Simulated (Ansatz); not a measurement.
Reaction (formal exchange of groups at a C–C bond): `BCCCO` + stibine → `BC[CH2][SbH2]` + CH₃OH

Computed with Ansatz on PBE0-D4/def2-TZVP structures; ΔE is electronic, products minus reactants. CBS: MP2 limit from def2 TZ/QZ plus the TZ coupled-cluster correction, frozen cores. This one scheme is used for every species. Functionals use def2-TZVPP. B3LYP here is the variant with VWN-RPA as its local correlation; programs differ in this. HSE06 is defined as in plane-wave codes. def2 core potentials past Kr. For Sb outer-core shells are correlated without core-valence functions, which leaves a few kJ/mol of doubt a bond. Each species was taken in one conformer, which may not be the lowest.

```json
{"level": "PBE-D4", "ΔE (kcal/mol)": "0.3", "difference from CCSD(T)/CBS": "0.9"}
{"level": "r2SCAN-D4", "ΔE (kcal/mol)": "1.1", "difference from CCSD(T)/CBS": "1.7"}
{"level": "B97M-V", "ΔE (kcal/mol)": "2.9", "difference from CCSD(T)/CBS": "3.5"}
{"level": "r2SCAN0-D4", "ΔE (kcal/mol)": "1.7", "difference from CCSD(T)/CBS": "2.3"}
{"level": "HSE06-D4", "ΔE (kcal/mol)": "1.1", "difference from CCSD(T)/CBS": "1.7"}
{"level": "PBE", "ΔE (kcal/mol)": "0.8", "difference from CCSD(T)/CBS": "1.4"}
{"level": "BLYP", "ΔE (kcal/mol)": "0.6", "difference from CCSD(T)/CBS": "1.2"}
{"level": "B3LYP", "ΔE (kcal/mol)": "1.5", "difference from CCSD(T)/CBS": "2.1"}
{"level": "r2SCAN0", "ΔE (kcal/mol)": "1.9", "difference from CCSD(T)/CBS": "2.5"}
{"level": "HSE06", "ΔE (kcal/mol)": "1.6", "difference from CCSD(T)/CBS": "2.2"}
{"level": "BHLYP", "ΔE (kcal/mol)": "2.8", "difference from CCSD(T)/CBS": "3.4"}
{"level": "CCSD/def2-SVP", "ΔE (kcal/mol)": "5.9", "difference from CCSD(T)/CBS": "6.5"}
{"level": "HF/def2-TZVPP", "ΔE (kcal/mol)": "4.2", "difference from CCSD(T)/CBS": "4.8"}
{"level": "MP2/def2-TZVPP", "ΔE (kcal/mol)": "-1.6", "difference from CCSD(T)/CBS": "-1.0"}
{"level": "HF/def2-QZVPP", "ΔE (kcal/mol)": "3.9", "difference from CCSD(T)/CBS": "4.5"}
{"level": "CCSD/CBS(def2)", "ΔE (kcal/mol)": "0.1", "difference from CCSD(T)/CBS": "0.7"}
{"level": "CCSD(T)/CBS", "ΔE (kcal/mol)": "-0.6", "difference from CCSD(T)/CBS": "0"}
```

Largest T1 diagnostic among the species: 0.014.

In def2-TZVPP, CCSD(T) changes the Hartree–Fock value by −3.6 kcal/mol (the triples alone add −0.8 kcal/mol) and MP2 by −5.8 kcal/mol. From PBE to PBE0 (25 % exact exchange), in def2-TZVPP and without D4, ΔE moves by +0.9 kcal/mol. Leaving LDA and LC-ωPBE aside and taking each functional with its dispersion term where it has one, the values, not all of them listed here, spread over 3.3 kcal/mol, from BLYP-D4 to B97M-V. LDA lies +3.0 kcal/mol from PBE without D4.

CCSD(T)/CBS has its own doubt, a few kJ/mol and more with outer-core shells, so smaller differences from it don't rank the levels.
